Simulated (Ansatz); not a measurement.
Job for Ansatz (a program for electronic structure): U-PBE/cc-pV(T+d)Z on AlFH2 (SMILES [F][AlH2]), a point of a bond scan (R = 1.324 Å). Files ending in .json are basis or fitting sets from the Basis Set Exchange.

Ansatz 0.2 input:
```yaml
crystal:
  periodic: [false, false, false]
  atoms:
    - {symbol: Al, position_ang: [-0.24669394, -0.47884971, 0.15840895]}
    - {symbol: H, position_ang: [0.47073738, -1.31219084, 1.27881201]}
    - {symbol: H, position_ang: [-1.58943775, -0.85928261, -0.56046382]}
    - {symbol: F, position_ang: [0.33516980, 0.65058737, -0.21522172]}
basis:
  gaussian:
    orbitals: cc-pV_T+d_Z.json
hamiltonian:
  xc: {name: PBE}
magnetization: {spin_polarized: true, initial_magnetization: 0}
```

It printed:

```
WARN ansatz: RAYON_NUM_THREADS=1 ignored (pool sized by the plan → 1); use --threads N
Functional definition: PBE
integrals: 0.02 GiB planned
552 factors; their error is unknown
mean field: 0.25 GiB planned
mean field evaluation 1: about -9335.8898 eV, gradient 3.6e1 eV
mean field evaluation 2: about -9326.7416 eV, gradient 6.8e1 eV
mean field evaluation 4: about -9339.5497 eV, gradient 7.3e-1 eV
mean field evaluation 8: about -9339.5402 eV, gradient 7.6e-2 eV
mean field -9339.54026001 eV, -343.2217739877 hartree, gradient 2.5e-5 eV, S^2 0.000000; 0 other end points of the search recorded, 0 dependent functions left out
reference -9339.54030068 eV, -343.2217754821 hartree; 12, 12 occupied and 85, 85 virtual orbitals, 552 factors
Total energy: -9339.54030068 eV, -343.2217754821 hartree
```

The calculation finished and met its thresholds.

Cost: roughly 1.1 core-seconds.
